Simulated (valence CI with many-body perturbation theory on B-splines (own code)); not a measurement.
**E1 transitions of P⁷⁺**

Method: valence CI with perturbative core correlation (CI+MBPT): six valence electrons over a frozen Dirac-Fock core [He], radial functions for each j: 9 s, 9 p, 8 d, 6 f, 3 g, 1 h, with the one-electron correlation potential Σ1, the two-electron term Σ2, the three-electron term Σ3, Breit, model QED; selected CI, second order for the rest, scaled by the run's own slope (own B-spline code, finite nucleus).

No measured levels were compared; by estimate levels hold to about 100 cm⁻¹ or 0.05 % of their energy and the worst to 300 or 400 cm⁻¹, as in measured light ions of charge 2 to 7. Among the levels kept, up to 1200 cm⁻¹ of a level comes from second order outside the variational space, and about a tenth of that is noise between levels of different J, which matters for small intervals.

Lines 101 to 150 of 183 in falling wavelength, among levels below 1672100 cm⁻¹, chosen from the strongest by gf and those to the six lowest levels. Wavelengths and rates use the calculated energies, so an error of 800 cm⁻¹ moves a line at 246.3 Å by 0.2 % and its rate by three times that or more. Electric multipoles are in the length gauge, E1 and E2 with the static RPA response of the core. Weak lines are less certain than strong ones. Lines between different terms over intervals too small for the method are left out, as are lines whose strength nearly cancels. The highest levels of a list are the least certain.

Names give the largest LS component (configuration and term), which can be under half, so a name can repeat, a term be missing and a line seem to break the LS rules; names also repeat where a configuration has a term twice. Letters in brackets count levels of one name in rising energy.

| λ vac (Å) | Upper | Lower | A (s⁻¹) | S (a.u.) |
| --- | --- | --- | --- | --- |
| 246.3 | 2s 2p5 3P°_0 | 2s2 2p4 3P_1 | 1.47e+10 | 1.08e-01 |
| 244.5 | 2s 2p5 3P°_1 | 2s2 2p4 3P_2 | 6.28e+09 | 1.36e-01 |
| 222.3 | 2s 2p5 1P°_1 | 2s2 2p4 1S_0 | 3.40e+09 | 5.52e-02 |
| 196.7 | 2s 2p5 1P°_1 | 2s2 2p4 1D_2 | 5.03e+10 | 5.66e-01 |
| 180.8 | 2s 2p5 1P°_1 | 2s2 2p4 3P_0 | 1.16e+07 | 1.01e-04 |
| 180.1 | 2s 2p5 1P°_1 | 2s2 2p4 3P_1 | 5.77e+06 | 4.99e-05 |
| 178.3 | 2s 2p5 1P°_1 | 2s2 2p4 3P_2 | 2.34e+08 | 1.96e-03 |
| 95.58 | 2s2 2p3 3p 1P_1 [a] | 2s 2p5 1P°_1 | 6.17e+08 | 7.98e-04 |
| 91.04 | 2s2 2p3 3p 3D_2 [b] | 2s 2p5 1P°_1 | 3.87e+08 | 7.22e-04 |
| 90.72 | 2s2 2p3 3p 1D_2 | 2s 2p5 1P°_1 | 1.20e+09 | 2.22e-03 |
| 90.36 | 2s2 2p3 3p 1P_1 [b] | 2s 2p5 1P°_1 | 1.18e+09 | 1.29e-03 |
| 88.29 | 2s2 2p3 3p 5P_1 | 2s 2p5 3P°_2 | 2.60e+06 | 2.65e-06 |
| 88.25 | 2s2 2p3 3p 5P_2 | 2s 2p5 3P°_2 | 1.86e+05 | 3.15e-07 |
| 88.19 | 2s2 2p3 3p 5P_3 | 2s 2p5 3P°_2 | 1.27e+06 | 3.01e-06 |
| 86.54 | 2s2 2p3 3p 3P_1 [a] | 2s 2p5 3P°_2 | 8.28e+07 | 7.95e-05 |
| 86.53 | 2s2 2p3 3p 3P_2 [a] | 2s 2p5 3P°_2 | 9.51e+07 | 1.52e-04 |
| 83.10 | 2s2 2p3 3p 1P_1 [a] | 2s 2p5 3P°_2 | 7.53e+06 | 6.40e-06 |
| 82.79 | 2s2 2p3 3p 3D_2 [a] | 2s 2p5 3P°_2 | 5.04e+07 | 7.06e-05 |
| 82.75 | 2s2 2p3 3p 3D_1 [a] | 2s 2p5 3P°_2 | 1.42e+07 | 1.19e-05 |
| 82.70 | 2s2 2p3 3p 3D_3 [a] | 2s 2p5 3P°_2 | 3.04e+08 | 5.93e-04 |
| 82.28 | 2s2 2p3 3p 3F_2 | 2s 2p5 3P°_2 | 1.18e+07 | 1.63e-05 |
| 82.23 | 2s2 2p3 3p 3F_3 | 2s 2p5 3P°_2 | 5.38e+07 | 1.03e-04 |
| 81.95 | 2s2 2p3 3p 1F_3 | 2s 2p5 3P°_2 | 2.89e+07 | 5.49e-05 |
| 80.67 | 2s2 2p3 3p 3P_0 [b] | 2s 2p5 3P°_1 | 4.83e+09 | 1.25e-03 |
| 80.63 | 2s2 2p3 3p 3P_2 [b] | 2s 2p5 3P°_1 | 1.22e+09 | 1.57e-03 |
| 80.47 | 2s2 2p3 3p 3S_1 | 2s 2p5 3P°_0 | 2.03e+09 | 1.56e-03 |
| 80.44 | 2s2 2p3 3p 3P_1 [b] | 2s 2p5 3P°_2 | 5.02e+09 | 3.86e-03 |
| 80.30 | 2s2 2p3 3p 3P_2 [b] | 2s 2p5 3P°_2 | 4.07e+09 | 5.20e-03 |
| 80.29 | 2s2 2p3 3p 3S_1 | 2s 2p5 3P°_1 | 3.40e+09 | 2.60e-03 |
| 80.12 | 2s2 2p3 3p 3D_1 [b] | 2s 2p5 3P°_0 | 9.58e+08 | 7.30e-04 |
| 79.98 | 2s2 2p3 3p 3D_2 [b] | 2s 2p5 3P°_1 | 1.12e+09 | 1.41e-03 |
| 79.96 | 2s2 2p3 3p 3S_1 | 2s 2p5 3P°_2 | 4.75e+08 | 3.59e-04 |
| 79.65 | 2s2 2p3 3p 3D_2 [b] | 2s 2p5 3P°_2 | 2.22e+08 | 2.77e-04 |
| 79.62 | 2s2 2p3 3p 3D_1 [b] | 2s 2p5 3P°_2 | 3.53e+07 | 2.64e-05 |
| 79.55 | 2s2 2p3 3p 3D_3 [b] | 2s 2p5 3P°_2 | 1.65e+09 | 2.86e-03 |
| 79.41 | 2s2 2p3 3p 1D_2 | 2s 2p5 3P°_2 | 2.13e+08 | 2.64e-04 |
| 79.13 | 2s2 2p3 3p 1P_1 [b] | 2s 2p5 3P°_2 | 7.91e+07 | 5.80e-05 |
| 74.04 | 2s2 2p3 3s 3S°_1 | 2s2 2p4 1S_0 | 8.46e+05 | 5.08e-07 |
| 72.22 | 2s2 2p3 3s 5S°_2 | 2s2 2p4 1D_2 | 3.51e+04 | 3.26e-08 |
| 71.02 | 2s2 2p3 3s 3D°_1 | 2s2 2p4 1S_0 | 1.88e+08 | 9.99e-05 |
| 70.96 | 2s2 2p3 3s 3S°_1 | 2s2 2p4 1D_2 | 1.53e+08 | 8.09e-05 |
| 69.86 | 2s2 2p3 3s 5S°_2 | 2s2 2p4 3P_1 | 2.43e+07 | 2.04e-05 |
| 69.58 | 2s2 2p3 3s 5S°_2 | 2s2 2p4 3P_2 | 1.03e+08 | 8.55e-05 |
| 69.01 | 2s2 2p3 3s 3P°_1 | 2s2 2p4 1S_0 | 1.29e+05 | 6.25e-08 |
| 68.78 | 2s2 2p3 3s 3S°_1 | 2s2 2p4 3P_0 | 2.17e+10 | 1.04e-02 |
| 68.68 | 2s2 2p3 3s 3S°_1 | 2s2 2p4 3P_1 | 6.49e+10 | 3.11e-02 |
| 68.42 | 2s2 2p3 3s 1P°_1 | 2s2 2p4 1S_0 | 7.62e+10 | 3.61e-02 |
| 68.41 | 2s2 2p3 3s 3S°_1 | 2s2 2p4 3P_2 | 1.16e+11 | 5.50e-02 |
| 68.18 | 2s2 2p3 3s 3D°_1 | 2s2 2p4 1D_2 | 5.50e+08 | 2.58e-04 |
| 68.17 | 2s2 2p3 3s 3D°_2 | 2s2 2p4 1D_2 | 1.15e+06 | 8.99e-07 |
